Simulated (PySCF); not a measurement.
C4H9LiO, charge +1, doublet, at a GFN2-xTB geometry (such geometries of metal compounds can be far from the true shape) (a state made from the parent by changing its charge; the spin is typed, not shown lowest), with bond 13-6 at 2.0 times its length; HF/STO-3G in PySCF.

Input for PySCF:
```python
from pyscf import gto, scf

mol = gto.Mole()
mol.atom = '''
    Li    1.00275402    1.90289940    1.94010571
    O     0.42811941    0.81981246    0.84106518
    C    -0.07634044   -0.06171066   -0.00743218
    C     1.01719818   -1.15247791   -0.34195455
    C    -1.36757166   -0.71656562    0.44818983
    C    -0.26881521    0.62624137   -1.41888001
    H     0.63507046   -1.83349040   -1.09361338
    H     1.21378005   -1.68000699    0.58880178
    H     1.93137196   -0.67982516   -0.68895318
    H    -1.20791031   -1.24093350    1.39012098
    H    -1.73909090   -1.41960691   -0.29026196
    H    -2.12734785    0.04276591    0.63187034
    H     1.58859075    1.54328355   -2.07241565
    H    -1.02408265    1.39647012   -1.27974469
    H    -0.60172127   -0.11025644   -2.14094915
'''
mol.basis = 'sto-3g'
mol.charge = 1
mol.spin = 1
mol.verbose = 4
mol.build()

mf = scf.UHF(mol)
mf.init_guess = 'huckel'
mf.kernel()
```

The log (banner, timings and long lists left out):

```
PySCF version 2.14.0

[INPUT] verbose = 4
[INPUT] num. atoms = 15
[INPUT] num. electrons = 43
[INPUT] charge = 1
[INPUT] spin (= nelec alpha-beta = 2S) = 1
[INPUT] symmetry False subgroup None
[INPUT] Mole.unit = angstrom
[INPUT] Symbol           X                Y                Z      unit          X                Y                Z       unit  Magmom
[INPUT]  1 Li     1.002754020000   1.902899400000   1.940105710000 AA    1.894930468107   3.595958708599   3.666268444605 Bohr   0.0
[INPUT]  2 O      0.428119410000   0.819812460000   0.841065180000 AA    0.809028433510   1.549221022906   1.589382843108 Bohr   0.0
[INPUT]  3 C     -0.076340440000  -0.061710660000  -0.007432180000 AA   -0.144262523829  -0.116616246366  -0.014044784708 Bohr   0.0
[INPUT]  4 C      1.017198180000  -1.152477910000  -0.341954550000 AA    1.922225974606  -2.177867614511  -0.646200446549 Bohr   0.0
[INPUT]  5 C     -1.367571660000  -0.716565620000   0.448189830000 AA   -2.584335893117  -1.354112772079   0.846956030515 Bohr   0.0
[INPUT]  6 C     -0.268815210000   0.626241370000  -1.418880010000 AA   -0.507987125017   1.183424677172  -2.681294622520 Bohr   0.0
[INPUT]  7 H      0.635070460000  -1.833490400000  -1.093613380000 AA    1.200109239202  -3.464794708019  -2.066629774360 Bohr   0.0
[INPUT]  8 H      1.213780050000  -1.680006990000   0.588801780000 AA    2.293711869961  -3.174753098455   1.112674105856 Bohr   0.0
[INPUT]  9 H      1.931371960000  -0.679825160000  -0.688953180000 AA    3.649764049064  -1.284683364989  -1.301932822848 Bohr   0.0
[INPUT] 10 H     -1.207910310000  -1.240933500000   1.390120980000 AA   -2.282619668938  -2.345024453798   2.626947932212 Bohr   0.0
[INPUT] 11 H     -1.739090900000  -1.419606910000  -0.290261960000 AA   -3.286405506723  -2.682668264440  -0.548515608779 Bohr   0.0
[INPUT] 12 H     -2.127347850000   0.042765910000   0.631870340000 AA   -4.020104808182   0.080815857368   1.194061888836 Bohr   0.0
[INPUT] 13 H      1.588590750000   1.543283550000  -2.072415650000 AA    3.002001441517   2.916383242047  -3.916297994762 Bohr   0.0
[INPUT] 14 H     -1.024082650000   1.396470120000  -1.279744690000 AA   -1.935235737419   2.638946067939  -2.418366973466 Bohr   0.0
[INPUT] 15 H     -0.601721270000  -0.110256440000  -2.140949150000 AA   -1.137088403625  -0.208354475070  -4.045807540120 Bohr   0.0

nuclear repulsion = 208.851342806429
number of shells = 27
number of NR pGTOs = 117
number of NR cGTOs = 39
basis = sto-3g
ecp = {}

******** <class 'pyscf.scf.uhf.UHF'> ********
method = UHF
initial guess = huckel
damping factor = 0
level_shift factor = 0
DIIS = <class 'pyscf.scf.diis.CDIIS'>
diis_start_cycle = 1
diis_space = 8
diis_damp = 0
SCF conv_tol = 1e-09
SCF conv_tol_grad = None
SCF max_cycles = 50
direct_scf = True
direct_scf_tol = 1e-13
number electrons alpha = 22  beta = 21
Set gradient conv threshold to 3.16228e-05
Initial guess from on-the-fly Huckel, doi:10.1021/acs.jctc.8b01089.
Spherically averaged atomic HF for {'O', 'C', 'Li', 'H'}

******** <class 'pyscf.scf.atom_hf.AtomSphAverageRHF'> ********
method = AtomSphAverageRHF
initial guess = minao
damping factor = 0
level_shift factor = 0
DIIS = <class 'pyscf.scf.diis.CDIIS'>
diis_start_cycle = 1
diis_space = 8
diis_damp = 0
SCF conv_tol = 1e-09
SCF conv_tol_grad = None
SCF max_cycles = 50
direct_scf = True
direct_scf_tol = 1e-13
atom = Li
Set gradient conv threshold to 3.16228e-05
Initial guess from minao.
init E= -7.23749578723612
cycle= 1 E= -7.24492928090966  delta_E= -0.00743  |g|=    0  |ddm|= 0.0507
cycle= 2 E= -7.24493197000416  delta_E= -2.69e-06  |g|=    0  |ddm|= 0.0016
cycle= 3 E= -7.24493198201299  delta_E= -1.2e-08  |g|=    0  |ddm|= 0.000115
cycle= 4 E= -7.244931982013  delta_E= -8.88e-16  |g|=    0  |ddm|= 3.09e-09
Extra cycle  E= -7.244931982013  delta_E= -1.78e-15  |g|=    0  |ddm|= 2.5e-09
Atomic HF for atom  Li  converged. SCF energy = -7.244931982013

******** <class 'pyscf.scf.atom_hf.AtomSphAverageRHF'> ********
method = AtomSphAverageRHF
initial guess = minao
damping factor = 0
level_shift factor = 0
DIIS = <class 'pyscf.scf.diis.CDIIS'>
diis_start_cycle = 1
diis_space = 8
diis_damp = 0
SCF conv_tol = 1e-09
SCF conv_tol_grad = None
SCF max_cycles = 50
direct_scf = True
direct_scf_tol = 1e-13
atom = O
Set gradient conv threshold to 3.16228e-05
Initial guess from minao.
init E= -73.1764948007123
cycle= 1 E= -73.2331923193787  delta_E= -0.0567  |g|=    0  |ddm|= 0.0752
cycle= 2 E= -73.2331923193787  delta_E=    0  |g|=    0  |ddm|= 9.02e-16
Extra cycle  E= -73.2331923193787  delta_E=    0  |g|=    0  |ddm|=    0
Atomic HF for atom  O  converged. SCF energy = -73.2331923193787

******** <class 'pyscf.scf.atom_hf.AtomSphAverageRHF'> ********
method = AtomSphAverageRHF
initial guess = minao
damping factor = 0
level_shift factor = 0
DIIS = <class 'pyscf.scf.diis.CDIIS'>
diis_start_cycle = 1
diis_space = 8
diis_damp = 0
SCF conv_tol = 1e-09
SCF conv_tol_grad = None
SCF max_cycles = 50
direct_scf = True
direct_scf_tol = 1e-13
atom = C
Set gradient conv threshold to 3.16228e-05
Initial guess from minao.
init E= -36.7517431777338
cycle= 1 E= -36.7619269638614  delta_E= -0.0102  |g|=    0  |ddm|= 0.0245
cycle= 2 E= -36.7619269638615  delta_E= -2.13e-14  |g|=    0  |ddm|= 1.91e-15
Extra cycle  E= -36.7619269638615  delta_E=    0  |g|=    0  |ddm|=    0
Atomic HF for atom  C  converged. SCF energy = -36.7619269638615

******** 1 electron system ********
Atomic HF for atom  H  converged. SCF energy = -0.466581849557275

init E= -226.921911253042
cycle= 1 E= -222.258320132337  delta_E= 4.66  |g|= 3.55  |ddm|= 8.28
cycle= 2 E= -214.083322772426  delta_E= 8.17  |g|= 2.79  |ddm|= 8.93
cycle= 3 E= -234.550714587432  delta_E= -20.5  |g|= 1.09  |ddm|= 5.83
cycle= 4 E= -234.454022658507  delta_E= 0.0967  |g|= 1.09  |ddm|= 2.45
cycle= 5 E= -235.284290480137  delta_E= -0.83  |g|= 0.489  |ddm|= 2.11
cycle= 6 E= -235.557000932996  delta_E= -0.273  |g|= 0.138  |ddm|= 0.998
cycle= 7 E= -235.599386470405  delta_E= -0.0424  |g|= 0.165  |ddm|= 0.475
cycle= 8 E= -235.645878498105  delta_E= -0.0465  |g|= 0.208  |ddm|= 0.364
cycle= 9 E= -235.585059176514  delta_E= 0.0608  |g|= 0.13  |ddm|= 0.541
cycle= 10 E= -235.586177267292  delta_E= -0.00112  |g|= 0.0667  |ddm|= 0.298
cycle= 11 E= -235.597266577254  delta_E= -0.0111  |g|= 0.0655  |ddm|= 0.257
cycle= 12 E= -235.58996433229  delta_E= 0.0073  |g|= 0.0536  |ddm|= 0.176
cycle= 13 E= -235.574840854561  delta_E= 0.0151  |g|= 0.0616  |ddm|= 0.438
cycle= 14 E= -235.584665280162  delta_E= -0.00982  |g|= 0.0434  |ddm|= 0.265
cycle= 15 E= -235.595555524553  delta_E= -0.0109  |g|= 0.0512  |ddm|=  0.3
cycle= 16 E= -235.591537254946  delta_E= 0.00402  |g|= 0.0463  |ddm|= 0.107
cycle= 17 E= -235.589533655701  delta_E= 0.002  |g|= 0.0491  |ddm|= 0.106
cycle= 18 E= -235.589736998658  delta_E= -0.000203  |g|= 0.0505  |ddm|= 0.0355
cycle= 19 E= -235.589227561978  delta_E= 0.000509  |g|= 0.0502  |ddm|= 0.0262
cycle= 20 E= -235.588590704699  delta_E= 0.000637  |g|= 0.0496  |ddm|= 0.021
cycle= 21 E= -235.590785663071  delta_E= -0.00219  |g|= 0.0517  |ddm|= 0.0684
cycle= 22 E= -235.574342156542  delta_E= 0.0164  |g|= 0.0734  |ddm|= 0.469
cycle= 23 E= -235.589784720749  delta_E= -0.0154  |g|= 0.0527  |ddm|= 0.419
cycle= 24 E= -235.593455715277  delta_E= -0.00367  |g|= 0.0644  |ddm|= 0.273
cycle= 25 E= -235.585748752623  delta_E= 0.00771  |g|= 0.0652  |ddm|= 0.289
cycle= 26 E= -235.585268294632  delta_E= 0.00048  |g|= 0.066  |ddm|= 0.0566
cycle= 27 E= -235.586342767026  delta_E= -0.00107  |g|= 0.061  |ddm|= 0.0568
cycle= 28 E= -235.594624743795  delta_E= -0.00828  |g|= 0.0679  |ddm|= 0.316
cycle= 29 E= -235.598431864261  delta_E= -0.00381  |g|= 0.0729  |ddm|= 0.226
cycle= 30 E= -235.593848128995  delta_E= 0.00458  |g|= 0.0533  |ddm|= 0.153
cycle= 31 E= -235.572548563316  delta_E= 0.0213  |g|= 0.0701  |ddm|= 0.568
cycle= 32 E= -235.585114318612  delta_E= -0.0126  |g|= 0.0437  |ddm|= 0.34
cycle= 33 E= -235.584197385468  delta_E= 0.000917  |g|= 0.0467  |ddm|= 0.0662
cycle= 34 E= -235.583768965508  delta_E= 0.000428  |g|= 0.0485  |ddm|= 0.0594
cycle= 35 E= -235.581259413383  delta_E= 0.00251  |g|= 0.0568  |ddm|= 0.144
cycle= 36 E= -235.582427458142  delta_E= -0.00117  |g|= 0.0522  |ddm|= 0.0952
cycle= 37 E= -235.5817993289  delta_E= 0.000628  |g|= 0.0537  |ddm|= 0.0414
cycle= 38 E= -235.582764934686  delta_E= -0.000966  |g|= 0.0542  |ddm|= 0.057
cycle= 39 E= -235.610738032136  delta_E= -0.028  |g|= 0.0832  |ddm|= 0.654
cycle= 40 E= -235.58167370807  delta_E= 0.0291  |g|= 0.0563  |ddm|= 0.645
cycle= 41 E= -235.582526496689  delta_E= -0.000853  |g|= 0.0599  |ddm|= 0.0699
cycle= 42 E= -235.583831133671  delta_E= -0.0013  |g|= 0.0639  |ddm|= 0.0627
cycle= 43 E= -235.57771990669  delta_E= 0.00611  |g|= 0.0633  |ddm|= 0.22
cycle= 44 E= -235.583601622374  delta_E= -0.00588  |g|= 0.0373  |ddm|= 0.233
cycle= 45 E= -235.581209698678  delta_E= 0.00239  |g|= 0.0401  |ddm|= 0.138
cycle= 46 E= -235.584098855945  delta_E= -0.00289  |g|= 0.039  |ddm|= 0.11
cycle= 47 E= -235.58328005469  delta_E= 0.000819  |g|= 0.0498  |ddm|= 0.109
cycle= 48 E= -235.627803799236  delta_E= -0.0445  |g|= 0.104  |ddm|= 0.813
cycle= 49 E= -235.587577603658  delta_E= 0.0402  |g|= 0.0521  |ddm|= 0.681
cycle= 50 E= -235.587126871316  delta_E= 0.000451  |g|= 0.0513  |ddm|= 0.0157
SCF not converged.
SCF energy = -235.587126871316 after 50 cycles  <S^2> = 0.83839269  2S+1 = 2.0865212
```

The run did not converge; its last values are not results.
